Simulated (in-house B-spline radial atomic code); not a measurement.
Radial electron density of Tc8+, [Ar] 3d10 4s2 4p5. Method: scalar-relativistic (X2C) AM05, spin-polarised, spherical fractional occupations, Fermi nucleus of rms radius 4.41117 fm. Calculated with a B-spline radial code for spherical atoms.

One-electron X2C: radii and densities carry no picture-change correction, so inner-shell <1/r> comes out high (for 1s by about 2 % at Z = 33, 5 % at 54, 10 % at 75, 30 % at 118) and <r> low.

Columns: r (bohr), 4πr²n(r) (electrons per bohr), bar.

```
 0.00121    1.721 #
 0.00147    2.372 ##
 0.00177    3.208 ##
 0.00215    4.378 ###
  0.0026    5.899 ####
 0.00315    7.912 #####
 0.00381    10.49 #######
 0.00462    13.81 #########
 0.00559    17.87 ############
 0.00677     22.8 ###############
  0.0082     28.5 ###################
 0.00993    34.78 #######################
   0.012    41.16 ###########################
  0.0146    47.28 ###############################
  0.0176    51.86 ##################################
  0.0213    54.46 ####################################
  0.0258    54.44 ####################################
  0.0313    51.99 ##################################
  0.0379    48.46 ################################
  0.0459    46.13 ##############################
  0.0555    47.34 ###############################
  0.0672       53 ###################################
  0.0814    61.16 ########################################
  0.0986    67.08 ############################################
   0.119    66.12 ###########################################
   0.145    57.33 ######################################
   0.175       47 ###############################
   0.212    42.34 ############################
   0.257    46.06 ##############################
   0.311     51.5 ##################################
   0.376    49.44 ################################
   0.455    37.71 #########################
   0.551    23.17 ###############
   0.668    13.86 #########
   0.808    11.01 #######
   0.979    9.912 #######
    1.19    7.122 #####
    1.43    3.689 ##
    1.74    1.181 #
     2.1   0.2461 
    2.55  0.02764 
    3.08 0.001715 
    3.73  4.7e-05
```

On this grid the curve has 3 maxima, near 0.0213, 0.0986, 0.311 bohr.

The 4s down radial function P(r) = rR(r), positive near the nucleus:

```csv
r (bohr),P
0.000465,0.02482
0.000682,0.03438
0.001,0.04742
0.00147,0.06517
0.00215,0.08842
0.00315,0.1185
0.00462,0.1558
0.00677,0.1981
0.00993,0.2393
0.0146,0.2649
0.0213,0.2492
0.0313,0.1572
0.0459,-0.03319
0.0672,-0.2813
0.0986,-0.4291
0.145,-0.2374
0.212,0.2981
0.311,0.6607
0.455,0.2024
0.668,-0.7887
0.979,-1.169
1.43,-0.6594
2.1,-0.1409
3.08,-0.008721
```
